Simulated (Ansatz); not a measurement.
Z-matrix (Å, degrees):
```
Si
I 1 2.419
C 1 1.795 2 120.3
N 1 1.681 2 107.7 3 160.1
O 1 1.637 2 119.4 3 -60.7
H 3 1.088 1 122.8 2 157.8
H 3 1.088 1 122.6 2 -7.6
H 4 1.006 1 122.7 2 169.0
H 4 1.004 1 122.9 2 -8.0
```

Total charge 0; spin multiplicity 1. I takes the def2 core potential.

**Question.** List the PBE0/def2-TZVPP orbital energies in eV (the Gaussian-basis code of Ansatz). (An estimate is asked.)

**Answer.** Computed: Occupied: -1803.94, -522.60, -391.58, -279.20, -187.85, -146.10, -133.76, -133.56, -133.55, -100.81, -100.77, -100.72, -52.88, -52.80, -52.79, -52.62, -52.62, -28.24, -24.51, -19.68, -18.23, -14.90, -14.68, -12.98, -12.55, -11.37, -10.07, -9.22, -8.54, -7.96, -7.82, -7.26. Lowest empty: -0.43, 0.71, 0.81, 1.67, 2.09, 2.33, 2.70, 3.12.
